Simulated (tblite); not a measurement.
Input of a run (GFN2-xTB geometry optimisation, gas phase (tblite 0.8.0)), started from a force field or distance geometry:
```
{"job": {"kind": "relax", "xc": "GFN2-xTB", "basis": "xTB"}, "charge": 0, "multiplicity": 1}
C     -1.504500     0.126600     1.458200
C     -1.152700     0.386200    -0.019000
C     -2.419300     0.568100    -0.830000
Si     0.002500    -0.951400    -0.748000
F     -0.773200    -2.363700    -0.633600
C      1.600500    -1.107600     0.229400
C      2.461400     0.133300     0.243300
C      2.766600     0.818900     1.356800
F      3.545000     1.905700     1.303500
H     -2.137800     0.943000     1.853100
H     -0.622000     0.067100     2.087700
H     -2.075600    -0.808800     1.582000
H     -0.588700     1.323000    -0.045500
H     -3.028100     1.389800    -0.429300
H     -3.049500    -0.325100    -0.830300
H     -2.200900     0.819800    -1.863800
H      0.285600    -0.654000    -2.164100
H      2.195100    -1.928300    -0.200500
H      1.360900    -1.410600     1.262100
H      2.884900     0.475000    -0.691000
H      2.441000     0.609800     2.368600
```

Output (eV, eV/Å):
```
step      E/eV     max force
  0    -821.42859    1.475
  1    -821.47315    1.089
  2    -821.48917    0.254
  3    -821.49503    0.197
  4    -821.50465    0.167
  5    -821.50905    0.182
  6    -821.51462    0.161
  7    -821.51780    0.133
  8    -821.52064    0.099
  9    -821.52241    0.091
 10    -821.52353    0.069
 11    -821.52420    0.054
 12    -821.52478    0.056
 13    -821.52530    0.051
 14    -821.52567    0.045
 15    -821.52593    0.039
 16    -821.52619    0.050
 17    -821.52652    0.058
 18    -821.52687    0.053
 19    -821.52717    0.032
 20    -821.52744    0.034
 21    -821.52770    0.037
 22    -821.52794    0.046
 23    -821.52813    0.034
 24    -821.52827    0.021
 25    -821.52839    0.024
 26    -821.52851    0.031
 27    -821.52862    0.030
 28    -821.52870    0.019
 29    -821.52879    0.027
 30    -821.52887    0.029
 31    -821.52896    0.024
 32    -821.52905    0.024
 33    -821.52915    0.025
 34    -821.52925    0.024
 35    -821.52935    0.020
 36    -821.52943    0.019
 37    -821.52950    0.021
 38    -821.52957    0.025
 39    -821.52965    0.027
 40    -821.52973    0.022
 41    -821.52978    0.019
 42    -821.52983    0.018
 43    -821.52988    0.016
 44    -821.52993    0.017
 45    -821.52998    0.019
 46    -821.53002    0.018
 47    -821.53007    0.018
 48    -821.53013    0.016
 49    -821.53017    0.014
 50    -821.53021    0.013
 51    -821.53023    0.016
 52    -821.53025    0.011
 53    -821.53027    0.009
```

Q: Summarise the run.

A: The energy falls by 9.8 kJ/mol over 53 L-BFGS steps, the largest force on an atom goes from 1.47 to 0.009 eV/Å, and the atoms move by 0.066 Å rms after alignment. The bond that changes most is Si4–C6 (fluorine-bound silicon to sp3 carbon bound to silicon), which lengthens by 0.029 Å. Bonds longer at the end by more than 0.005 Å: 4 of 20; shorter: 11. Among the angles that change most is F5–Si4–H17, from 109.7° to 103.8°. The energy never rose by more than 1e-5 eV on the way. The first step brought 44 % of the lowering.

Q: What are the final bond lengths?

A: C1–C2 1.531 Å, C2–C3 1.529 Å, C2–Si4 1.906 Å, Si4–F5 1.621 Å, Si4–C6 1.909 Å, C6–C7 1.485 Å, C7=C8 1.319 Å, C8–F9 1.349 Å, C1–H10 1.089 Å, C1–H11 1.087 Å, C1–H12 1.088 Å, C2–H13 1.095 Å, C3–H14 1.089 Å, C3–H15 1.087 Å, C3–H16 1.087 Å, Si4–H17 1.458 Å, C6–H18 1.091 Å, C6–H19 1.090 Å, C7–H20 1.080 Å, C8–H21 1.080 Å. Numbering counts from 1 in the input's order; the species is `CC(C)[Si@H](F)C/C=C/F`.

Hardware: an Arm Neoverse V2 with one thread, shared host. Cost: 0.38 s of wall time.

Its GFN2-xTB frequencies are all real (lowest 19 cm⁻¹). The numbers are those of one conformer. 3 starts were optimised and ended at 0.00, 0.30 and 1.15 kcal/mol (GFN2-xTB); the lowest of these is shown.

The values belong to the conformer `[CH3:1][CH:2]([CH3:3])[Si@H:4]([F:5])[CH2:6]/[CH:7]=[CH:8]/[F:9]`: C1–C2–Si4–F5 59°, C2–Si4–C6–C7 -62°, Si4–C6–C7–C8 113°.

All values are computed, not measured.
